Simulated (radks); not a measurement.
S V, configuration [Ne] 3s2.

Calculated with a radial shooting solver on a logarithmic mesh with Libxc functionals: scalar-relativistic Kohn-Sham, PBE, spin-polarised, spherical densities, point nucleus.

Energy parts (eV):
| part | energy |
|---|---|
| total | -10743.701 |
| kinetic | 10787.947 |
| electron-nucleus | -24906.725 |
| Hartree | 4025.838 |
| exchange-correlation | -650.761 |

Orbitals (lengths in bohr, moments of r in powers of bohr; r(max) is where P^2 peaks):
| orbital | occ. | eigenvalue (eV) | r(max) | <r^2> | <r> | <1/r> |
|---|---|---|---|---|---|---|
| 1s | 2 | -2468.009 | 0.06329 | 0.01263 | 0.09686 | 15.66 |
| 2s | 2 | -271.1299 | 0.3875 | 0.2705 | 0.4770 | 3.076 |
| 2p | 6 | -216.1877 | 0.3248 | 0.2410 | 0.4395 | 2.973 |
| 3s | 2 | -65.9265 | 1.309 | 2.451 | 1.466 | 0.9466 |

The highest occupied level is 3s at -65.927 eV. For comparison, the ionisation energy in NIST's Atomic Spectra Database is 72.595 eV (measured). In exact Kohn-Sham theory the highest level is minus the ionisation energy, but local and semilocal functionals leave it too shallow, through self-interaction and a potential that decays too fast; potentials with the right tail come closer. The density falls to 0.001 e/bohr^3 at r = 2.80 bohr. Summed over all electrons, <r^2> = 6.914 bohr^2, which gives a Langevin (diamagnetic) susceptibility term of -5.48 x 10^-6 cm^3/mol.
